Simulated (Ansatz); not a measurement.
In₅Sb₄Cl₃, a halide-capped cluster cut from zinc blende InSb (3 Cl on the cations). Charge 0, multiplicity 3. Geometry r2SCAN-D4/def2-SVP, that of the neutral singlet; atoms count from 1.

Cartesian coordinates in Å:
```
In 0.8254 0.2067 2.2721
In 0.1900 2.4150 -0.2086
In 1.2987 -1.0626 -1.2870
In -0.9099 -2.4192 0.9139
In -1.7077 0.2983 -2.1224
Sb 2.5880 0.9429 0.1706
Sb -1.2767 -1.1859 3.3153
Sb -2.4075 2.6817 -1.0042
Sb -1.0756 -2.4660 -1.9242
Cl 0.2036 2.7825 2.4324
Cl 1.6668 -2.9076 0.7393
Cl 0.6047 0.7144 -3.2970
```

In the def2 sets In, Sb take a core potential; there is no spin–orbit coupling. Single mean-field runs in def2-TZVP are fitted with def2-universal-jkfit. At PBE0-D4/def2-TZVP a singlet of charge 0 lies 0.47 eV below the triplet at the same geometry.

(1) Estimate the Mulliken populations from the PBE0/def2-TZVP orbitals of Ansatz.

(2) Where does the spin sit?

(3) And the Mayer bond orders between heavy atoms (over 0.3)?

## Answers

(1) 
```tsv
atom	charge (e)	spin (α − β)
In1	0.32	0.07
In2	0.32	0.07
In3	0.21	0.32
In4	0.32	0.12
In5	0.32	0.12
Sb6	-0.03	-0.07
Sb7	-0.12	0.73
Sb8	-0.12	0.73
Sb9	-0.11	-0.10
Cl10	-0.38	0.01
Cl11	-0.37	0.01
Cl12	-0.37	0.01
```
Mulliken values depend strongly on the basis.

(2) Summed by element: In 0.69, Sb 1.28, Cl 0.02, of 2 unpaired in all. Largest on single atoms: Sb8 0.73, Sb7 0.73, In3 0.32.

(3) In1–Sb6 0.86 (2.84 Å); In1–Sb7 1.01 (2.73 Å); In1–Cl10 0.48 (2.65 Å); In2–Sb6 0.86 (2.84 Å); In2–Sb8 1.01 (2.73 Å); In2–Cl10 0.47 (2.67 Å); In3–Sb6 0.89 (2.79 Å); In3–Sb9 0.90 (2.83 Å); In3–Cl11 0.37 (2.77 Å); In3–Cl12 0.36 (2.77 Å); In4–Sb7 1.00 (2.72 Å); In4–Sb9 0.85 (2.84 Å); In4–Cl11 0.54 (2.63 Å); In5–Sb8 1.00 (2.72 Å); In5–Sb9 0.85 (2.84 Å); In5–Cl12 0.54 (2.63 Å).
